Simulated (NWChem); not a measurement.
Molecule: CH₃IOTe; SMILES O([Te]I)C

```xyz
7

Te     0.6181     1.0278    -0.0271
I     -0.0557    -1.6039     0.0113
O     -1.0943     1.8337     0.5698
C     -2.1671     1.8710    -0.3396
H     -2.5331     0.8585    -0.5896
H     -2.9834     2.4176     0.1593
H     -1.9137     2.3935    -1.2796
```
Atoms are numbered in this order, from 1.

Program: NWChem. Geometry: optimised at PBE0/def2-SVP (def2 core potentials past Kr).

Task: Predict the results for PBE/STO-3G (all-electron, non-relativistic). Quantities: highest occupied level (eV); orbital gap (eV); dipole (D).

Result: 
```yaml
highest occupied level (eV): -2.70
orbital gap (eV): 2.63
dipole (D): 2.02
```
